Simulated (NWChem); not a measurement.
# C2H7MgN; SMILES C[N](C)[MgH]

```xyz
11

Mg     0.0690    -1.6347     0.0108
H      0.2297    -3.3325     0.0174
N     -0.1110     0.2717     0.0034
C      1.0013     1.2031     0.0032
C     -1.3778     0.9788     0.0008
H      0.9980     1.8650    -0.8836
H      0.9980     1.8660     0.8893
H      1.9640     0.6720     0.0034
H     -1.4997     1.6312     0.8863
H     -1.4968     1.6291    -0.8866
H     -2.2242     0.2772     0.0001
```
Atoms are numbered in this order, from 1.

Level: B3LYP/6-31G* (spherical d) (NWChem), optimised geometry, unscaled harmonic frequencies. B3LYP is NWChem's, with the RPA form of VWN correlation.

```csv
frequency (cm⁻¹),IR intensity (km/mol)
127,4.5
163,4.3
267,0.0
285,2.4
339,212.3
344,239.9
350,3.2
576,12.8
996,95.4
1100,5.6
1128,0.0
1176,0.0
1202,83.9
1292,15.6
1476,9.5
1496,0.0
1501,1.2
1503,41.0
1541,15.2
1555,4.3
1632,175.8
2934,85.7
2944,217.3
2956,151.5
2965,0.0
3047,67.4
3049,44.9
```

- zero-point energy = 54.2 kcal/mol
- thermal correction to the enthalpy at 298.15 K (with zero-point energy) = 58.9 kcal/mol
- heat capacity Cv = 21.0 cal/(mol K)
- entropy at 298.15 K and 1 atm (symmetry number 2) = 75.7 cal/(mol K)
- dipole moment = 0.46 D

Rigid rotor and harmonic oscillator.
